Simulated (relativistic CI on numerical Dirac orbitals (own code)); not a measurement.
**Ta²⁺: 4f photoemission**

Computed with this model: Dirac-Coulomb-Breit CI, KLI orbitals optimised for each configuration, model QED (radiative potential, 1s self-energy scaled to tabulated hydrogen-like ionisation energies), valence Slater integrals scaled by 0.9, multiplet model of photoemission in the sudden approximation; configurations [Xe] 4f14 5d3 → [Xe] 4f13 5d3; 300 K; Lorentzian 0.35 eV and Gaussian 0.5 eV FWHM. Energies are those of the free ion, without screening or charge transfer. The energies are binding energies and can lie tens of eV above those of solids. S is read from ⟨S²⟩ = S(S + 1).

free ion: ground-state S = 1.46, centroid 46.60 eV. Peaks (eV, height): 45.5 (100), 47.6 (66).

Strongest unbroadened transitions for free ion:

| Energy (eV) | Relative strength |
| --- | --- |
| 45.21 | 87.8 |
| 45.34 | 79.6 |
| 45.38 | 30.8 |
| 45.62 | 59.6 |
| 45.86 | 13.1 |
| 45.87 | 99.9 |
| 46.21 | 20.8 |
| 46.84 | 14.4 |
| 47.08 | 10.6 |
| 47.32 | 9.8 |
| 47.57 | 100.0 |
| 47.64 | 14.2 |
| 47.72 | 18.3 |
| 48.09 | 7.5 |
| 48.19 | 10.4 |
| 48.32 | 7.6 |
| 48.65 | 10.5 |
| 49.07 | 9.7 |
